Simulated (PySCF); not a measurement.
Geometry:
```json
{"atom": "O1", "x (Å)": "0.388", "y (Å)": "-0.161", "z (Å)": "0.903"}
{"atom": "C2", "x (Å)": "-0.154", "y (Å)": "0.007", "z (Å)": "-0.176"}
{"atom": "Si3", "x (Å)": "0.961", "y (Å)": "0.213", "z (Å)": "-1.728"}
{"atom": "O4", "x (Å)": "2.451", "y (Å)": "0.103", "z (Å)": "-1.141"}
{"atom": "Si5", "x (Å)": "3.246", "y (Å)": "-0.119", "z (Å)": "0.282"}
{"atom": "C6", "x (Å)": "-1.623", "y (Å)": "0.058", "z (Å)": "-0.310"}
{"atom": "C7", "x (Å)": "-2.424", "y (Å)": "0.677", "z (Å)": "0.816"}
{"atom": "C8", "x (Å)": "-2.460", "y (Å)": "-0.791", "z (Å)": "0.623"}
{"atom": "H9", "x (Å)": "0.774", "y (Å)": "1.541", "z (Å)": "-2.303"}
{"atom": "H10", "x (Å)": "0.735", "y (Å)": "-0.888", "z (Å)": "-2.659"}
{"atom": "H11", "x (Å)": "2.946", "y (Å)": "0.992", "z (Å)": "1.175"}
{"atom": "H12", "x (Å)": "4.630", "y (Å)": "-0.072", "z (Å)": "-0.195"}
{"atom": "H13", "x (Å)": "2.906", "y (Å)": "-1.429", "z (Å)": "0.821"}
{"atom": "H14", "x (Å)": "-1.979", "y (Å)": "0.202", "z (Å)": "-1.321"}
{"atom": "H15", "x (Å)": "-3.288", "y (Å)": "1.267", "z (Å)": "0.549"}
{"atom": "H16", "x (Å)": "-1.856", "y (Å)": "1.063", "z (Å)": "1.649"}
{"atom": "H17", "x (Å)": "-1.914", "y (Å)": "-1.405", "z (Å)": "1.324"}
{"atom": "H18", "x (Å)": "-3.349", "y (Å)": "-1.251", "z (Å)": "0.219"}
```

Averaged over atoms made equivalent by symmetry, fast rotation or ring inversion, in vacuum, no relativistic terms, a single conformation. Shielding tensors at PBE0/pcSseg-1 (GIAO); coordinates at the GFN2-xTB level; PySCF 2.14.

Chemical shifts δ = σref − σ; TMS for 13C and 1H and 29Si; 17O vs H2O, all at this level.

```
      atoms  nucleus  count  Hirshfeld charge  δ (ppm)
      C7/C8      13C      2             -0.07        ?
    H15/H18       1H      2              0.06     1.02
    H16/H17       1H      2              0.05        ?
     H9/H10       1H      2             -0.08     5.17
        Si3     29Si      1              0.40    -51.6
H11/H12/H13       1H      3             -0.09     5.17
        Si5     29Si      1              0.37    -36.6
         C6      13C      1             -0.06     28.0
         C2      13C      1              0.08        ?
         O1      17O      1             -0.19        ?
         O4      17O      1             -0.31     -4.8
        H14       1H      1              0.05     2.20
```

Estimate the values marked ?.

Results:


- C2: 252.5 ppm, carbonyl carbon
- C7/C8: 17.1 ppm, three-membered-ring carbon; carbons of three-membered rings are unusually shielded
- H16/H17: 1.34 ppm, hydrogen on a three-membered-ring carbon; cyclopropane-type protons are shielded by the ring
- O1: 748.1 ppm, carbonyl oxygen

Shifts are as computed. Against solution values, carbons near 30 ppm lie about +3 ppm off and those near 130 ppm about +5 ppm. Of 1211 compounds with measured shifts, 218 miss one by over three times the rms of a fit or turn the order of signals round; such compounds aren't used in these exercises. Unscaled 17O shifts of doubly bonded oxygen tend to come out too high, by tens of ppm or more. Experimental scales use liquid or dissolved standards, which lie at an offset from isolated H2O (liquid H2O: subtract about 36 ppm).
